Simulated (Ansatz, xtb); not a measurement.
Two isomers of C3H8SSi

Structure a is `[SiH3][C@@H]1C[C@@H]1S`, a singlet and structure b is `[SiH3]C1(S)CC1`, a singlet. Both are isolated molecules in the gas phase, relaxed with B3LYP-D3(BJ)/def2-SVP; the shapes shown needn't be the lowest conformers.

a (Å):

```xyz
13

C     0.3600   -0.2173   -0.5613
C     0.0884   -1.6948   -0.3540
C     1.3742   -1.1008    0.1403
S     1.6130   -1.0041    1.9269
Si   -0.6170    1.1036    0.3550
H     0.2939    2.1121    0.9728
H    -1.4859    0.5104    1.4083
H    -1.4858    1.8107   -0.6338
H     0.6469    0.0650   -1.5818
H    -0.6631   -1.9762    0.3904
H     0.1383   -2.3639   -1.2174
H     2.2804   -1.3547   -0.4183
H     2.3474    0.1340    1.9334
```

b (Å):

```yaml
atoms:
  - { symbol: C, position_ang: [0.6423, -0.5547, 0.1444] }
  - { symbol: C, position_ang: [-0.4004, -0.2336, -0.9059] }
  - { symbol: C, position_ang: [0.6338, 0.7980, -0.5367] }
  - { symbol: S, position_ang: [1.9647, -1.7483, -0.2249] }
  - { symbol: Si, position_ang: [0.0971, -0.6530, 1.9459] }
  - { symbol: H, position_ang: [1.2336, -0.3462, 2.8601] }
  - { symbol: H, position_ang: [-0.4341, -2.0086, 2.2647] }
  - { symbol: H, position_ang: [-0.9813, 0.3609, 2.1358] }
  - { symbol: H, position_ang: [2.1129, -1.4294, -1.5333] }
  - { symbol: H, position_ang: [-0.3049, -0.7395, -1.8712] }
  - { symbol: H, position_ang: [-1.4373, -0.0743, -0.5913] }
  - { symbol: H, position_ang: [0.3185, 1.6770, 0.0354] }
  - { symbol: H, position_ang: [1.4395, 1.0004, -1.2485] }
```

Quicker runs give these differences E(b) − E(a): GFN2-xTB +4.3 kJ/mol; HF/STO-3G +5.4 kJ/mol (at GFN2-xTB geometries); r2SCAN-D4/def2-SVP +13.4 kJ/mol (at GFN2-xTB geometries).

Question: Estimate E(b) − E(a) at the level CCSD(T)/def2-SVP + ΔMP2/def2-TZVPP.

Answer: Calculated at CCSD(T)/def2-SVP + ΔMP2/def2-TZVPP: E(b) − E(a) = +8.7 kJ/mol, so structure a lies lower.

The same difference at several levels:

```json
{"level": "GFN2-xTB", "geometry": "GFN2-xTB", "E(b) − E(a) (kJ/mol)": "+4.3", "departure from the last row (kJ/mol)": "−4.5", "job, with rough time for the two": "optimisation, 0.47 s"}
{"level": "HF/STO-3G", "geometry": "GFN2-xTB", "E(b) − E(a) (kJ/mol)": "+5.4", "departure from the last row (kJ/mol)": "−3.3", "job, with rough time for the two": "single point, 0.94 s"}
{"level": "r2SCAN-D4/def2-SVP", "geometry": "GFN2-xTB", "E(b) − E(a) (kJ/mol)": "+13.4", "departure from the last row (kJ/mol)": "+4.6", "job, with rough time for the two": "single point, 9 s"}
{"level": "B3LYP-D3(BJ)/def2-SVP", "geometry": "B3LYP-D3(BJ)/def2-SVP", "E(b) − E(a) (kJ/mol)": "+13.5", "departure from the last row (kJ/mol)": "+4.7", "job, with rough time for the two": "optimisation, 1.7 min"}
{"level": "HF/def2-SVP", "geometry": "B3LYP-D3(BJ)/def2-SVP", "E(b) − E(a) (kJ/mol)": "+14.6", "departure from the last row (kJ/mol)": "+5.9", "job, with rough time for the two": "part of the CCSD(T) run"}
{"level": "MP2/def2-SVP", "geometry": "B3LYP-D3(BJ)/def2-SVP", "E(b) − E(a) (kJ/mol)": "+12.0", "departure from the last row (kJ/mol)": "+3.2", "job, with rough time for the two": "part of the CCSD(T) run"}
{"level": "CCSD(T)/def2-SVP", "geometry": "B3LYP-D3(BJ)/def2-SVP", "E(b) − E(a) (kJ/mol)": "+12.4", "departure from the last row (kJ/mol)": "+3.7", "job, with rough time for the two": "single point"}
{"level": "CCSD(T)/def2-SVP + ΔMP2/def2-TZVPP", "geometry": "B3LYP-D3(BJ)/def2-SVP", "E(b) − E(a) (kJ/mol)": "+8.7", "departure from the last row (kJ/mol)": "", "job, with rough time for the two": "single point, 87 s"}
```

As drawn, both hold the same kinds of bond in the same numbers.

The levels shown agree on the order. The largest departure from CCSD(T)/def2-SVP + ΔMP2/def2-TZVPP is that of HF/def2-SVP, 5.9 kJ/mol. The last row adds to CCSD(T) the change of the MP2 difference between the two basis sets, here −3.7 kJ/mol.

With thermal terms from frequencies at re-optimised GFN2-xTB minima (ideal gas, soft modes damped towards free rotors, one conformer each, 298.15 K, 1 atm): on the last row, ΔE + ΔZPE = +7.8, ΔH = +8.5, ΔG = +6.9 kJ/mol.

The correlated steps freeze 13 core orbitals. Mirror images aren't counted in ΔG. Codes used: Ansatz 0.2.0, xtb 6.7.1; the last row on 2 threads of AMD EPYC (Zen 3) on a shared host.
